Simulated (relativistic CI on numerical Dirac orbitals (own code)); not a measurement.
**Sensitivity of the levels of Re12+ to α and to the nuclear radius**

These numbers are calculated, not measured: Dirac-Coulomb-Breit CI, separate exchange-only KLI orbitals for each configuration, derivatives by finite differences, unscaled Slater integrals, QED left out (own radial code, finite nucleus).

CI space (outside the closed core [Kr] 4d10): 4f13 5s2 5p2, 4f12 5s2 5p3, 4f14 5s2 5p, 4f14 5s 5p2, 4f13 5s 5p3, 4f13 5s2 5p 5d, 4f14 5p3, 4f13 5p4, 4f12 5p5. Double excitations out of closed p, d and f shells are left out; levels of such configurations are missing from the list, as are those of other unlisted configurations, and high levels can miss mixing partners.

With x = (α/α₀)² − 1 an excitation energy changes as ω = ω₀ + qx; K = 2q/ω₀ is the relative enhancement. Terms are leading LS components, so labels can repeat. The field-shift factor is F = δν/δ⟨r²⟩ for the transition from the lowest level.

Lowest level 4f14 5s2 5p 2P°_1/2.

```
                Level  ω₀ (cm⁻¹)  q (cm⁻¹)  F (GHz/fm²)
 4f13 5s2 5p2 2F°_7/2    47757.6   -241000           50
 4f13 5s2 5p2 2F°_5/2    70582.6   -222200         50.9
  4f14 5s2 5p 2P°_3/2   113765.6    130900        -21.2
 4f13 5s2 5p2 4F°_9/2   146397.5    -96060         28.9
 4f13 5s2 5p2 2F°_5/2   153238.7    -94960           29
 4f13 5s2 5p2 4F°_3/2   159705.7    -80690         29.7
 4f13 5s2 5p2 2G°_7/2   159825.2    -96550           29
4f13 5s2 5p2 2H°_11/2   164140.4    -98190         29.4
 4f13 5s2 5p2 2D°_5/2   167346.7    -99040         29.8
 4f13 5s2 5p2 2P°_3/2   169244.6    -81620         26.9
 4f13 5s2 5p2 2F°_7/2   171342.0    -96650         29.5
 4f13 5s2 5p2 2G°_9/2   173895.2    -98730         29.7
 4f13 5s2 5p2 4G°_7/2   175779.5    -79030         29.8
 4f13 5s2 5p2 4G°_5/2   179167.0    -80450         29.9
 4f13 5s2 5p2 2P°_1/2   182970.3    -78910         30.2
 4f13 5s2 5p2 2H°_9/2   184112.4    -81750         30.7
 4f13 5s2 5p2 2G°_7/2   192701.6    -79610         30.4
 4f13 5s2 5p2 2D°_3/2   195041.4    -80560         30.3
 4f13 5s2 5p2 2F°_5/2   197131.9    -80350         30.6
4f12 5s2 5p3 4I°_15/2   231098.7   -347700         81.2
4f12 5s2 5p3 4G°_11/2   238830.6   -346600         81.1
 4f12 5s2 5p3 2G°_9/2   241650.9   -339500         80.2
4f12 5s2 5p3 4H°_13/2   243578.6   -343100         80.6
```

At this charge transitions that keep the count of f electrons are usually good to a few per cent. Levels and lines within the n = 5 or 6 shells can be off by up to 10 % or somewhat more, and those that change n by about 2 %, since core polarisation is missing. Levels that differ in their count of f electrons can be misplaced by several ten thousand cm⁻¹, since the correlation energy of f electrons is missing or only estimated; rates across such gaps can be off by orders of magnitude. The computed lowest level isn't the tabulated ground level, which NIST ASD gives as 4f13 5p2 4F°7/2; for such ions that label comes from theory and may be the wrong one.

Task: Which transition from the lowest level has the largest |K|?

Result: 4f13 5s2 5p2 2F°_7/2 at 47757.6 cm⁻¹, K = -10.1.
